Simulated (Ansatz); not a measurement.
`COC[SiH2]P`, charge 0, multiplicity 1.

Q: Give a relaxed structure at PBE0-D4/def2-TZVP (Ansatz). (Best estimate.)

A: Ansatz gave: 
Z-matrix (Å, degrees):
```
C
O 1 1.402
H 1 1.090 2 107.6
H 1 1.099 2 111.3 3 119.5
H 1 1.099 2 111.3 3 -119.5
C 2 1.406 1 112.6 3 179.9
Si 6 1.889 2 109.0 1 -179.9
H 6 1.103 2 111.0 1 59.1
H 6 1.102 2 111.2 1 -59.2
P 7 2.259 6 107.3 2 179.4
H 7 1.486 6 109.9 2 -57.2
H 7 1.487 6 110.0 2 63.0
H 10 1.421 7 94.1 6 79.9
H 10 1.421 7 93.3 6 173.6
```
This is one stationary point; other conformers may exist.
